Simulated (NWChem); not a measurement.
Species: CH6ClNSi; SMILES Cl[Si@@H](N)C

```xyz
10

C     -1.3687    -1.4183     0.2397
Si     0.0524    -0.3758    -0.3916
N      1.5505    -1.0656     0.1064
Cl    -0.2685     1.5923     0.3060
H     -1.3062    -2.4322    -0.1713
H     -1.3517    -1.4908     1.3333
H     -2.3315    -0.9842    -0.0489
H      0.0998    -0.2522    -1.8661
H      2.4140    -0.7053    -0.2843
H      1.6835    -1.3243     1.0780
```
Atoms are numbered in this order, from 1.

Level: B3LYP/6-31G* (spherical d) (NWChem), optimised geometry, unscaled harmonic frequencies. 

Q: List the harmonic frequencies with IR intensities, and the thermochemistry.

A: 
```csv
frequency (cm⁻¹),IR intensity (km/mol)
142,0.0
191,7.1
210,6.8
256,6.9
302,23.4
469,9.0
509,328.1
651,13.2
700,39.5
787,8.8
843,7.8
893,206.4
917,84.4
946,162.4
1337,27.1
1490,3.8
1493,3.5
1629,56.5
2286,143.2
3054,1.8
3128,7.5
3138,6.5
3550,23.4
3641,21.3
```

```json
{
  "zero_point_energy": "46.5 kcal/mol",
  "thermal correction to the enthalpy at 298.15 K (with zero-point energy)": "51.2 kcal/mol",
  "heat capacity Cv": "22.3 cal/(mol K)",
  "entropy at 298.15 K and 1 atm (symmetry number 1)": "79.0 cal/(mol K)",
  "dipole_moment": "2.39 D"
}
```

Rigid rotor and harmonic oscillator.
